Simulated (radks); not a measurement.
The carbon ion C+ inside a hard spherical wall (all orbitals vanish at R), configuration held at [He] 2s2 2p1 and not refilled when levels cross. Method: scalar-relativistic Kohn-Sham, LDA (Slater exchange, Perdew-Wang correlation), spin-polarised, spherical densities, finite nucleus; open shells are filled with parallel spins first; Fermi nuclear charge, rms radius 2.4702 fm; computed with a radial shooting solver on a logarithmic mesh with Libxc functionals. Eigenvalues in eV for spin up, with the zero of energy where the potential of the charges vanishes at infinity; a dash marks a level that is unbound or too diffuse for the functional's potential to be trusted. A positive occupied level is held by the wall or, in an anion where self-interaction has pushed it up, behind a barrier. The pressure on the wall is -dE/dV.

[
 {"R (bohr)": "free", "E (hartree)": "-37.05234", "kinetic (hartree)": "36.876", "e(1s)": "-285.96", "e(2s)": "-26.300", "e(2p)": "-17.819", "e(3s, empty)": "-4.989", "e(3p, empty)": "-3.444", "pressure (GPa)": "0"},
 {"R (bohr)": "20", "E (hartree)": "-37.05234", "kinetic (hartree)": "36.876", "e(1s)": "-285.96", "e(2s)": "-26.300", "e(2p)": "-17.819", "e(3s, empty)": "-4.989", "e(3p, empty)": "-3.444", "pressure (GPa)": "< 0.0001"},
 {"R (bohr)": "7", "E (hartree)": "-37.05230", "kinetic (hartree)": "36.877", "e(1s)": "-285.95", "e(2s)": "-26.297", "e(2p)": "-17.815", "e(3s, empty)": "-4.019", "e(3p, empty)": "-1.870", "pressure (GPa)": "0.00434"},
 {"R (bohr)": "5", "E (hartree)": "-37.04928", "kinetic (hartree)": "36.905", "e(1s)": "-285.74", "e(2s)": "-26.169", "e(2p)": "-17.653", "e(3s, empty)": "0.303", "e(3p, empty)": "3.080", "pressure (GPa)": "0.608"},
 {"R (bohr)": "3.5", "E (hartree)": "-36.98163", "kinetic (hartree)": "37.313", "e(1s)": "-283.35", "e(2s)": "-24.531", "e(2p)": "-15.733", "e(3s, empty)": "17.460", "e(3p, empty)": "19.557", "pressure (GPa)": "27.9"},
 {"R (bohr)": "2.5", "E (hartree)": "-36.49490", "kinetic (hartree)": "39.215", "e(1s)": "-274.87", "e(2s)": "-16.634", "e(2p)": "-7.661", "e(3s, empty)": "65.175", "e(3p, empty)": "60.459", "pressure (GPa)": "436"},
 {"R (bohr)": "1.5", "E (hartree)": "-31.93081", "kinetic (hartree)": "50.617", "e(1s)": "-243.29", "e(2s)": "41.121", "e(2p)": "38.263", "e(3s, empty)": "297.43", "e(3p, empty)": "239.38", "pressure (GPa)": "13100"}
]
